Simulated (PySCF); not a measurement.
F$_{2}$In (SMILES [F][In][F]), doublet, geometry from GFN2-xTB (such geometries of metal compounds can be far from the true shape) (the spin is typed, not shown lowest) (core potentials on In), with bond 2-1 at 1.3 times its length; B3LYP/def2-SVP (PySCF).

Here is a job for PySCF.
```python
from pyscf import gto, scf, dft

mol = gto.Mole()
mol.atom = '''
    In    0.215837    0.085784    0.066130
    F    -1.068035    1.546465   -1.905570
    F    -0.403356   -1.676431    1.090519
'''
mol.basis = 'def2-svp'
mol.ecp = {'In': 'def2-svp'}
mol.charge = 0
mol.spin = 1
mol.verbose = 4
mol.build()

mf = dft.UKS(mol)
mf.xc = 'b3lyp'
mf.conv_tol_grad = 1e-3
mf.kernel()
mf.analyze()
```

What the program printed (banner, timings and long lists left out):

```
PySCF version 2.14.0

[INPUT] verbose = 4
[INPUT] num. atoms = 3
[INPUT] num. electrons = 39
[INPUT] charge = 0
[INPUT] spin (= nelec alpha-beta = 2S) = 1
[INPUT] symmetry False subgroup None
[INPUT] Mole.unit = angstrom
[INPUT] Symbol           X                Y                Z      unit          X                Y                Z       unit  Magmom
[...]
nuclear repulsion = 92.6943517473612
number of shells = 22
number of NR pGTOs = 109
number of NR cGTOs = 54
basis = def2-svp
ecp = {'In': 'def2-svp'}

******** <class 'pyscf.dft.uks.UKS'> ********
method = UKS
initial guess = minao
damping factor = 0
level_shift factor = 0
DIIS = <class 'pyscf.scf.diis.CDIIS'>
diis_start_cycle = 1
diis_space = 8
diis_damp = 0
SCF conv_tol = 1e-09
SCF conv_tol_grad = 0.001
SCF max_cycles = 50
direct_scf = True
direct_scf_tol = 1e-13
number electrons alpha = 20  beta = 19
XC library pyscf.dft.libxc version 7.1.2
    S. Lehtola, C. Steigemann, M. J. T. Oliveira, and M. A. L. Marques,  SoftwareX 7, 1–5 (2018)
XC functionals = b3lyp
    P. J. Stephens, F. J. Devlin, C. F. Chabalowski, and M. J. Frisch,  J. Phys. Chem. 98, 11623 (1994)
radial grids:
    Treutler-Ahlrichs [JCP 102, 346 (1995); DOI:10.1063/1.469408] (M4) radial grids

becke partition: Becke, JCP 88, 2547 (1988); DOI:10.1063/1.454033
pruning grids: <function nwchem_prune>
grids dens level: 3
symmetrized grids: False
atomic radii adjust function: <function treutler_atomic_radii_adjust>
small_rho_cutoff = 0
tot grids = 50400
init E= -368.505158963201

cycle= 1 E= -389.161772466524  delta_E= -20.7  |g|= 1.14  |ddm|= 8.57

cycle= 2 E= -387.91500702331  delta_E= 1.25  |g|= 2.01  |ddm|= 3.38
cycle= 3 E= -389.409339217291  delta_E= -1.49  |g|= 0.784  |ddm|= 1.68
cycle= 4 E= -389.548786409746  delta_E= -0.139  |g|= 0.475  |ddm|= 1.24
cycle= 5 E= -389.570017954519  delta_E= -0.0212  |g|= 0.445  |ddm|= 1.13
cycle= 6 E= -389.670732881195  delta_E= -0.101  |g|= 0.0865  |ddm|= 0.543
cycle= 7 E= -389.678018948338  delta_E= -0.00729  |g|= 0.0196  |ddm|= 0.193
cycle= 8 E= -389.680654583437  delta_E= -0.00264  |g|= 0.0173  |ddm|= 0.114
cycle= 9 E= -389.683375084861  delta_E= -0.00272  |g|= 0.0153  |ddm|= 0.145
cycle= 10 E= -389.684962079015  delta_E= -0.00159  |g|= 0.015  |ddm|= 0.11
cycle= 11 E= -389.686512237088  delta_E= -0.00155  |g|= 0.0102  |ddm|= 0.145
cycle= 12 E= -389.687193171345  delta_E= -0.000681  |g|= 0.0159  |ddm|= 0.136
cycle= 13 E= -389.68736302969  delta_E= -0.00017  |g|= 0.0123  |ddm|= 0.0322
cycle= 14 E= -389.687445522517  delta_E= -8.25e-05  |g|= 0.0122  |ddm|= 0.0509
cycle= 15 E= -389.687610646601  delta_E= -0.000165  |g|= 0.0043  |ddm|= 0.0621
cycle= 16 E= -389.687628223151  delta_E= -1.76e-05  |g|= 0.000559  |ddm|= 0.011
cycle= 17 E= -389.68763027178  delta_E= -2.05e-06  |g|= 0.00069  |ddm|= 0.0108
cycle= 18 E= -389.687630671836  delta_E= -4e-07  |g|= 7.56e-05  |ddm|= 0.00222
cycle= 19 E= -389.687630674832  delta_E= -3e-09  |g|= 5.64e-05  |ddm|= 0.000305
cycle= 20 E= -389.687630677987  delta_E= -3.16e-09  |g|= 3.44e-05  |ddm|= 0.000334
cycle= 21 E= -389.687630678955  delta_E= -9.67e-10  |g|= 1.85e-06  |ddm|= 6.68e-05
Extra cycle  E= -389.687630678971  delta_E= -1.6e-11  |g|= 1.78e-06  |ddm|= 9.04e-06
converged SCF energy = -389.687630678971  <S^2> = 0.76393088  2S+1 = 2.0138827
**** SCF Summaries ****
Total Energy =                        -389.687630678970891
Nuclear Repulsion Energy =              92.694351747361225
One-electron Energy =                 -799.589706637355448
Two-electron Energy =                  317.207724211023333
Two-electron Coulomb Energy =          354.887392354132146
DFT Exchange-Correlation Energy =      -37.679668143108792
**** MO energy ****
                             alpha | beta                alpha | beta
[...]
spin_pop of  0 In 4s        0.00018
spin_pop of  0 In 5s        0.22779
spin_pop of  0 In 6s       -0.00005
spin_pop of  0 In 7s        0.00171
spin_pop of  0 In 4px       0.00016
spin_pop of  0 In 4py       0.00012
spin_pop of  0 In 4pz       0.00002
spin_pop of  0 In 5px      -0.00167
spin_pop of  0 In 5py       0.00002
spin_pop of  0 In 5pz       0.00009
spin_pop of  0 In 6px      -0.00251
spin_pop of  0 In 6py       0.01984
spin_pop of  0 In 6pz      -0.00644
spin_pop of  0 In 7px      -0.01215
spin_pop of  0 In 7py       0.00076
spin_pop of  0 In 7pz      -0.00055
spin_pop of  0 In 4dxy      0.00946
spin_pop of  0 In 4dyz     -0.00099
spin_pop of  0 In 4dz^2    -0.00090
spin_pop of  0 In 4dxz      0.00098
spin_pop of  0 In 4dx2-y2    0.00000
spin_pop of  0 In 5dxy      0.00050
spin_pop of  0 In 5dyz      0.00087
spin_pop of  0 In 5dz^2     0.00118
spin_pop of  0 In 5dxz      0.00101
spin_pop of  0 In 5dx2-y2   -0.00006
spin_pop of  1 F 1s       -0.00000
spin_pop of  1 F 2s        0.00071
spin_pop of  1 F 3s       -0.00058
spin_pop of  1 F 2px       0.20803
spin_pop of  1 F 2py       0.10844
spin_pop of  1 F 2pz       0.29963
spin_pop of  1 F 3px      -0.00060
spin_pop of  1 F 3py      -0.00038
spin_pop of  1 F 3pz      -0.00088
spin_pop of  1 F 3dxy      0.00002
spin_pop of  1 F 3dyz      0.00003
spin_pop of  1 F 3dz^2     0.00001
spin_pop of  1 F 3dxz      0.00004
spin_pop of  1 F 3dx2-y2    0.00000
spin_pop of  2 F 1s       -0.00000
spin_pop of  2 F 2s        0.00161
spin_pop of  2 F 3s        0.00043
spin_pop of  2 F 2px       0.02887
spin_pop of  2 F 2py       0.09609
spin_pop of  2 F 2pz       0.02000
spin_pop of  2 F 3px      -0.00037
spin_pop of  2 F 3py      -0.00045
spin_pop of  2 F 3pz      -0.00006
spin_pop of  2 F 3dxy      0.00000
spin_pop of  2 F 3dyz      0.00001
spin_pop of  2 F 3dz^2     0.00000
spin_pop of  2 F 3dxz      0.00000
spin_pop of  2 F 3dx2-y2    0.00001
In total            20.00000 | 19.00000
Dipole moment(X, Y, Z, Debye):  2.58981,  0.95673,  0.85163
```
